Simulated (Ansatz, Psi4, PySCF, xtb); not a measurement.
Donor–acceptor adduct: BH3 (SMILES B) (first 4 atoms) with H2S (SMILES S); geometry from B3LYP-D3(BJ)/def2-TZVP, rigid monomers moved along the line of their centres of mass till B1···S5 is 2.84 Å.
(charge 0, multiplicity 1):
```xyz
7

B     -0.4494    -0.3252     0.6695
H      0.4057    -0.8871     0.0385
H     -1.2478    -1.0569     1.1911
H     -0.8794     0.6904     0.2021
S      1.0538     0.4717     2.9435
H      0.2253     1.3143     3.5884
H      1.8180     1.4777     2.4783
```

Monomers are frozen at their geometry in the pair; levels with a basis set take the counterpoise correction. Rows marked so take none.

Correlated levels freeze the cores. Rows in 6-31G* carry no dispersion term and start afresh at each structure (6-31G* with six Cartesian d functions).

Codes used: Ansatz (a program for electronic structure); Psi4 for SAPT; PySCF for 6-31G* rows, the dispersion terms; xtb for the GFN methods. Values without a source in brackets are computed.

### Question
One of these levels gives -9.43 kcal/mol for the interaction energy. Name it.
A) SAPT0/jun-cc-pV(D+d)Z
B) M06-2X/6-31G* (no counterpoise)
C) GFN1-xTB
D) r2SCAN-D3(BJ)/def2-TZVPPD

### Answer
C, GFN1-xTB. The others give -11.58 (r2SCAN-D3(BJ)/def2-TZVPPD), -10.64 (M06-2X/6-31G* (no counterpoise)), -8.07 (SAPT0/jun-cc-pV(D+d)Z)
